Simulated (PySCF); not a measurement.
A compound of formula C24H16B2 has these computed shifts in ppm, with the number of atoms in brackets (GIAO KT3/pcSseg-1, gas phase, PySCF SCF with an in-house response code, fitting set def2-universal-JFIT, grid level 2, non-relativistic, on the GFN2-xTB geometry; 11B against isolated BF3·OEt2; 13C, 1H against isolated TMS).

1H: 9.05 (1), 8.54 (2), 8.42 (1), 8.38 (1), 8.28 (1), 8.26 (1), 8.06 (1), 8.01 (2), 7.70 (1), 7.67 (2), 7.57 (2), 7.51 (1)
13C: 158.3 (1), 147.9 (1), 145.7 (1), 139.1 (1), 138.3 (1), 137.5 (1), 137.5 (1), 133.4 (2), 130.5 (1), 129.5 (2), 128.8 (1), 127.9 (1), 127.9 (1), 126.2 (1), 122.7 (1), 122.1 (2), 121.5 (2), 118.9 (1), 118.4 (1), 115.6 (1)
11B: 49.5 (1), 39.5 (1)

Which structure gave them?

C1=Cc2ccc3c4c(ccc(c24)B1c1ccccc1)B3c1ccccc1. Other isomers were not compared.
